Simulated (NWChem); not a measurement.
System: CBr3F; SMILES FC(Br)(Br)Br

Input file for NWChem:

```
start job
memory heap 200 mb stack 900 mb global 1100 mb
geometry units angstroms noautoz
  F      0.000000     0.000000     1.765625
  C      0.000000     0.000000     0.441353
  Br     1.756799     0.532096    -0.174110
  Br    -1.339208     1.255384    -0.174110
  Br    -0.417591    -1.787480    -0.174110
end
basis spherical
  * library 6-31g*
end
dft
  xc b3lyp
  iterations 150
  mulliken
end
task dft energy
```

Parts of the log:

```
             Northwest Computational Chemistry Package (NWChem) 7.3.0
             --------------------------------------------------------

 C3  symmetry detected

                             Geometry "geometry" -> ""
                             -------------------------

 Output coordinates in angstroms (scale by  1.889725989 to convert to a.u.)

  No.       Tag          Charge          X              Y              Z
 ---- ---------------- ---------- -------------- -------------- --------------
    1 F                    9.0000     0.00000000     0.00000000     1.76348173
    2 C                    6.0000     0.00000000     0.00000000     0.43920973
    3 Br                  35.0000     0.02614057    -1.83542483    -0.17625328
    4 Br                  35.0000     1.57645424     0.94035082    -0.17625328
    5 Br                  35.0000    -1.60259482     0.89507401    -0.17625328

 Effective nuclear repulsion energy (a.u.)     992.6976985236

      Symmetry information
      --------------------

 Group name             C3
 Group number              5
 Group order               3
 No. of unique centers     3

                                 NWChem DFT Module
                                 -----------------

 Summary of "ao basis" -> "ao basis" (spherical)
 ------------------------------------------------------------------------------
       Tag                 Description            Shells   Functions and Types
 ---------------- ------------------------------  ------  ---------------------
 F                           6-31g*                  6       14   3s2p1d
 C                           6-31g*                  6       14   3s2p1d
 Br                          6-31g*                 12       32   5s4p3d

      Symmetry analysis of basis
      --------------------------

        a          44
        e+         40
        e-         40

  Rotation of axis

            General Information
            -------------------
          SCF calculation type: DFT
          Wavefunction type:  closed shell.
          No. of atoms     :     5
          No. of electrons :   120
           Alpha electrons :    60
            Beta electrons :    60
          Charge           :     0
          Spin multiplicity:     1
          Use of symmetry is: on ; symmetry adaption is: on
          Maximum number of iterations: 150
          AO basis - number of functions:   124
                     number of shells:    48
          Convergence on energy requested:  1.00D-06
          Convergence on density requested:  1.00D-05
          Convergence on gradient requested:  5.00D-04

              XC Information
              --------------
                         B3LYP Method XC Potential
                     Hartree-Fock (Exact) Exchange  0.200
                        Slater Exchange Functional  0.800 local
                    Becke 1988 Exchange Functional  0.720 non-local
              Lee-Yang-Parr Correlation Functional  0.810
                  VWN I RPA Correlation Functional  0.190 local

             Grid Information
             ----------------
          Grid used for XC integration:  medium
          Radial quadrature: Mura-Knowles
          Angular quadrature: Lebedev.
          Tag              B.-S. Rad. Rad. Pts. Rad. Cut. Ang. Pts.
          ---              ---------- --------- --------- ---------
          F                   0.50       49           8.0       434
          C                   0.70       49           7.0       434
          Br                  1.15      112          10.0       590
          Grid pruning is: on
          Number of quadrature shells:   210
          Spatial weights used:  Erf1

      Superposition of Atomic Density Guess
      -------------------------------------

 Sum of atomic energies:       -7853.29442177

      Non-variational initial energy
      ------------------------------

 Total energy =   -7854.380626
 1-e energy   =  -12917.037636
 2-e energy   =    4069.959312
 HOMO         =      -0.339118
 LUMO         =      -0.027061

      Symmetry analysis of molecular orbitals - initial
      -------------------------------------------------

  Numbering of irreducible representations:

     1 a           2 e+          3 e-

  Orbital symmetries:

     1 e+          2 e+          3 a           4 e+          5 e+
     6 a           7 a           8 e+          9 e+         10 e+
    11 e+         12 a          13 e+         14 e+         15 a
    16 a          17 a          18 a          19 e+         20 e+
    21 a          22 e+         23 e+         24 e+         25 e+
    26 a          27 a          28 e+         29 e+         30 a
    31 e+         32 e+         33 a          34 e+         35 e+
    36 e+         37 e+         38 a          39 a          40 e+
    41 e+         42 e+         43 e+         44 a          45 a
    46 a          47 e+         48 e+         49 a          50 e+
    51 e+         52 a          53 e+         54 e+         55 a
    56 e+         57 e+         58 e+         59 e+         60 a
    61 a          62 e+         63 e+         64 a          65 a
    66 e+         67 e+         68 a          69 e+         70 e+

     ---------------------------------------------
      Total Density - Mulliken Population Analysis
     ---------------------------------------------

    Atom       Charge   Shell Charges
 -----------   ------   -------------------------------------------------------
    1 F    9     9.42   2.00  0.94  3.38  1.00  2.09  0.01
    2 C    6     4.86   2.00  0.58  1.04  0.54  0.64  0.07
    3 Br  35    35.24   2.00  2.00  6.00  2.00  5.99  1.57  3.86  0.37  1.42  6.97  2.93  0.13
    4 Br  35    35.24   2.00  2.00  6.00  2.00  5.99  1.57  3.86  0.37  1.42  6.97  2.93  0.13
    5 Br  35    35.24   2.00  2.00  6.00  2.00  5.99  1.57  3.86  0.37  1.42  6.97  2.93  0.13

   convergence    iter        energy       DeltaE   RMS-Dens  Diis-err
 ---------------- ----- ----------------- --------- --------- ---------
 d= 0,ls=0.0,diis     1  -7859.2699361942 -8.85D+03  2.01D-02  2.09D+00
 d= 0,ls=0.0,diis     2  -7858.3983008697  8.72D-01  1.42D-02  1.02D+01
 d= 0,ls=0.0,diis     3  -7859.5284166760 -1.13D+00  1.49D-03  1.45D-02
 d= 0,ls=0.0,diis     4  -7859.5279299252  4.87D-04  7.34D-04  1.81D-02
 d= 0,ls=0.0,diis     5  -7859.5298700405 -1.94D-03  1.06D-04  7.88D-04
  Resetting Diis
 d= 0,ls=0.0,diis     6  -7859.5299273417 -5.73D-05  1.17D-05  1.66D-06
 d= 0,ls=0.0,diis     7  -7859.5299275014 -1.60D-07  6.24D-06  2.72D-07

         Total DFT energy =    -7859.529927501361
      One electron energy =   -12915.702476264978
           Coulomb energy =     4353.375230101026
    Exchange-Corr. energy =     -289.900379861019
 Nuclear repulsion energy =      992.697698523610

 Numeric. integr. density =      119.999990723612

                  Occupations of the irreducible representations
                  ----------------------------------------------

                     irrep           alpha         beta
                     --------     --------     --------
                     a                22.0         22.0
                     e+               38.0         38.0
                     e-                0.0          0.0

                       DFT Final Molecular Orbital Analysis
                       ------------------------------------

 Vector   58  Occ=2.000000D+00  E=-3.062201D-01  Symmetry=e+
              MO Center= -4.6D-01,  3.8D-01, -1.2D-01, r^2= 4.5D+00
   Bfn.  Coefficient  Atom+Function         Bfn.  Coefficient  Atom+Function
  ----- ------------  ---------------      ----- ------------  ---------------
   105      0.531773  5 Br pz                73     -0.309883  4 Br pz
   103     -0.274761  5 Br px                71     -0.261557  4 Br px
    39     -0.244065  3 Br px               101     -0.236854  5 Br pz
   109      0.228791  5 Br pz                41     -0.221890  3 Br pz
    69      0.138024  4 Br pz                77     -0.133324  4 Br pz

 Vector   59  Occ=2.000000D+00  E=-3.062201D-01  Symmetry=e+
              MO Center=  4.6D-01, -3.8D-01, -1.2D-01, r^2= 4.5D+00
   Bfn.  Coefficient  Atom+Function         Bfn.  Coefficient  Atom+Function
  ----- ------------  ---------------      ----- ------------  ---------------
    41      0.485931  3 Br pz                73     -0.435127  4 Br pz
    40     -0.276191  3 Br py                72     -0.258698  4 Br py
   104     -0.245494  5 Br py                37     -0.216436  3 Br pz
    45      0.209067  3 Br pz                69      0.193808  4 Br pz
    77     -0.187210  4 Br pz                71     -0.132045  4 Br px

 Vector   60  Occ=2.000000D+00  E=-2.923362D-01  Symmetry=a
              MO Center= -5.2D-16, -5.0D-15, -1.7D-01, r^2= 5.0D+00
   Bfn.  Coefficient  Atom+Function         Bfn.  Coefficient  Atom+Function
  ----- ------------  ---------------      ----- ------------  ---------------
    39      0.489474  3 Br px               104     -0.427381  5 Br py
    72      0.420414  4 Br py                71     -0.250771  4 Br px
   103     -0.238703  5 Br px                35     -0.216509  3 Br px
    43      0.214071  3 Br px               100      0.189043  5 Br py
   108     -0.186921  5 Br py                68     -0.185961  4 Br py

 Vector   61  Occ=0.000000D+00  E=-9.044296D-02  Symmetry=a
              MO Center= -5.6D-14,  3.7D-14, -1.4D-01, r^2= 4.7D+00
   Bfn.  Coefficient  Atom+Function         Bfn.  Coefficient  Atom+Function
  ----- ------------  ---------------      ----- ------------  ---------------
    20      1.045210  2 C  s                 40     -0.367797  3 Br py
    44     -0.367514  3 Br py               103     -0.321145  5 Br px
   107     -0.320893  5 Br px                71      0.315897  4 Br px
    75      0.315660  4 Br px                16      0.297927  2 C  s
    23     -0.274909  2 C  pz                19     -0.246549  2 C  pz

 Vector   62  Occ=0.000000D+00  E=-2.495111D-02  Symmetry=e+
              MO Center= -3.9D-01,  3.2D-01,  6.9D-02, r^2= 4.1D+00
   Bfn.  Coefficient  Atom+Function         Bfn.  Coefficient  Atom+Function
  ----- ------------  ---------------      ----- ------------  ---------------
    21      0.696706  2 C  px               107      0.537789  5 Br px
    17      0.527767  2 C  px               106      0.395405  5 Br s
   103      0.318971  5 Br px               108     -0.310677  5 Br py
    22     -0.307739  2 C  py                75      0.269646  4 Br px
    44     -0.261331  3 Br py                76      0.252452  4 Br py

 Vector   63  Occ=0.000000D+00  E=-2.495111D-02  Symmetry=e+
              MO Center=  3.9D-01, -3.2D-01,  6.9D-02, r^2= 4.1D+00
   Bfn.  Coefficient  Atom+Function         Bfn.  Coefficient  Atom+Function
  ----- ------------  ---------------      ----- ------------  ---------------
    22      0.696706  2 C  py                44      0.566279  3 Br py
    18      0.527767  2 C  py                75      0.465490  4 Br px
    42      0.360958  3 Br s                 40      0.337053  3 Br py
    74     -0.323903  4 Br s                 21      0.307739  2 C  px
    71      0.285637  4 Br px                17      0.233108  2 C  px

     ---------------------------------------------
      Total Density - Mulliken Population Analysis
     ---------------------------------------------

    Atom       Charge   Shell Charges
 -----------   ------   -------------------------------------------------------
    1 F    9     9.23   2.00  0.94  3.31  1.02  1.94  0.02
    2 C    6     5.83   2.00  0.71  1.79  0.55  0.69  0.09
    3 Br  35    34.98   2.00  2.00  6.00  2.00  5.99  1.65  3.79  0.31  1.20  6.95  2.92  0.18
    4 Br  35    34.98   2.00  2.00  6.00  2.00  5.99  1.65  3.79  0.31  1.20  6.95  2.92  0.18
    5 Br  35    34.98   2.00  2.00  6.00  2.00  5.99  1.65  3.79  0.31  1.20  6.95  2.92  0.18

     -------------------------------------------
      Total Density - Lowdin Population Analysis
     -------------------------------------------

    Atom       Charge   Shell Charges
 -----------   ------   -------------------------------------------------------
    1 F    9     9.06   1.99  0.93  3.18  0.80  2.11  0.04
    2 C    6     6.08   1.99  0.58  1.60  0.45  1.26  0.21
    3 Br  35    34.95   2.00  2.00  5.99  2.00  5.90  1.30  3.47  0.58  1.67  6.71  3.08  0.26
    4 Br  35    34.95   2.00  2.00  5.99  2.00  5.90  1.30  3.47  0.58  1.67  6.71  3.08  0.26
    5 Br  35    34.95   2.00  2.00  5.99  2.00  5.90  1.30  3.47  0.58  1.67  6.71  3.08  0.26

     Multipole analysis of the density
     ---------------------------------

     L   x y z        total         alpha         beta         nuclear
     -   - - -        -----         -----         ----         -------
     0   0 0 0     -0.000000    -60.000000    -60.000000    120.000000

     1   1 0 0     -0.000000     -0.000000     -0.000000      0.000000
     1   0 1 0      0.000000     -0.000000     -0.000000      0.000000
     1   0 0 1     -0.109454     -0.054727     -0.054727      0.000000

     2   2 0 0    -46.924680   -339.317713   -339.317713    631.710747
     2   1 1 0     -0.000000     -0.000000     -0.000000      0.000000
     2   1 0 1      0.000000      0.000000      0.000000      0.000000
     2   0 2 0    -46.924680   -339.317713   -339.317713    631.710747
     2   0 1 1      0.000000      0.000000      0.000000     -0.000000
     2   0 0 2    -48.680581    -82.205976    -82.205976    115.731370
```

Level: B3LYP/6-31G* (spherical d). Coordinates come from a PBE0/def2-SVP optimisation.
